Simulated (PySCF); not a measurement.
**SnH under electron impact: the energy ladder**

PBE in PySCF with def2-SVPD on every atom (core potentials on Sn), for the lowest determinant that a PBE0 search found; no spin–orbit coupling.

| species | state (unpaired electrons) | Re (Å) | ωe (cm⁻¹) | energy of the minimum from the neutral (eV) | De (eV) | dissociates to |
| --- | --- | --- | --- | --- | --- | --- |
| SnH | doublet (π ↑) | 1.806 | 1634 | 0.00 | 2.62 | Sn + H |
| SnH⁺ | singlet (closed shell) | 1.791 | 1739 | 7.16 | 2.72 | Sn⁺ + H |
| SnH⁻ | triplet (π ↑↑) | 1.842 | 1449 | -1.06 | 2.61 | Sn⁻ + H |

**Question.** Work out the lowest energy to break SnH into atoms, from its vibrational ground state.

**Answer.** D0 = De − ωe/2 = 2.62 − 0.10 = 2.52 eV (PBE/def2-SVPD).

**Question.** Work out the ionisation energy of the Sn atom at this level and the threshold of dissociative ionisation.

**Answer.** IE(Sn) = 7.16 + 2.72 − 2.62 = 7.26 eV, so Sn⁺ + H + e⁻ appears at D0 + IE(Sn) = 9.78 eV (PBE/def2-SVPD). The measured IE(Sn) is 7.344 eV (NIST ASD).

**Question.** Work out the electron affinity of the Sn atom and the threshold of dissociative attachment.

**Answer.** EA(Sn) = 2.62 − 2.61 − (-1.06) = 1.07 eV, so Sn⁻ + H needs D0 − EA(Sn) = 1.45 eV (PBE/def2-SVPD). The measured EA(Sn) is 1.112 eV.

These are thermodynamic thresholds; the onsets seen under electron impact lie higher where the geometry changes, and cross-sections peak well above them.

These are scalar-relativistic numbers at best; spin–orbit coupling would shift them, the dissociation energy most. For an ion De counts to the pair picked by the measured ionisation energies or electron affinities, which need not be the lowest pair at this level. The highest Kohn–Sham level is positive in this anion. Much of that is self-interaction error, but it also means that the finite basis helps to hold the extra electron. States were picked by a PBE0 search and need not be the measured ground states.
